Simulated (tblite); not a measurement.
Run record: tight-binding relaxation, `CB[C@@H](C[SiH3])C(F)F`.

Computed with GFN2-xTB geometry optimisation, gas phase (tblite 0.8.0). Start geometry: from a force field or distance geometry. The input is one job of a driver script: a line of settings, then coordinates in Å.

Command:
```bash
OMP_NUM_THREADS=1 python probes_run.py task.json out
```

Input:
```
{"job": {"kind": "relax", "xc": "GFN2-xTB", "basis": "xTB"}, "charge": 0, "multiplicity": 1}
C      2.601800    -0.456900     0.227000
B      1.529400     0.728200    -0.012500
C      0.073400     0.234900    -0.334600
C     -0.515500    -0.376500     0.879600
Si    -2.228600    -0.950200     0.502500
C     -0.761800     1.350800    -0.945400
F     -0.066700     1.711000    -2.113400
F     -1.995000     0.958000    -1.378600
H      2.868400    -0.399900     1.315000
H      3.436700    -0.281300    -0.433400
H      2.099500    -1.439800     0.071200
H      1.954400     1.776500    -0.357300
H      0.145400    -0.553200    -1.102500
H     -0.423000     0.211300     1.793300
H      0.087900    -1.310600     1.071900
H     -3.202400     0.144800     0.413700
H     -2.182800    -1.638800    -0.816800
H     -2.603500    -1.951200     1.503600
H     -0.827400     2.252000    -0.290600
```

Output:
```
step      E/eV     max force
  0    -722.92378    2.175
  1    -723.18090    1.213
  2    -723.28874    0.722
  3    -723.34387    0.582
  4    -723.38072    0.475
  5    -723.40726    0.558
  6    -723.43749    0.461
  7    -723.46544    0.549
  8    -723.49234    0.453
  9    -723.51412    0.318
... (74 lines left out)
 84    -723.63851    0.027
 85    -723.63861    0.025
 86    -723.63870    0.030
 87    -723.63878    0.023
 88    -723.63884    0.020
 89    -723.63889    0.018
 90    -723.63893    0.016
 91    -723.63897    0.013
 92    -723.63900    0.010
 93    -723.63901    0.010
```

«max force» is the largest atomic force in eV/Å.

Main results: energy lowered by 16.5 kcal/mol over 93 steps; largest atomic force 0.010 eV/Å at the end.

Time: 2.0 s of wall time. Hardware: an Intel Xeon at 2.50 GHz with one thread, shared host with 64 logical CPUs at a one-minute load of 60.
Labels such as C1 count atoms from 1, the log's own numbers from 0.
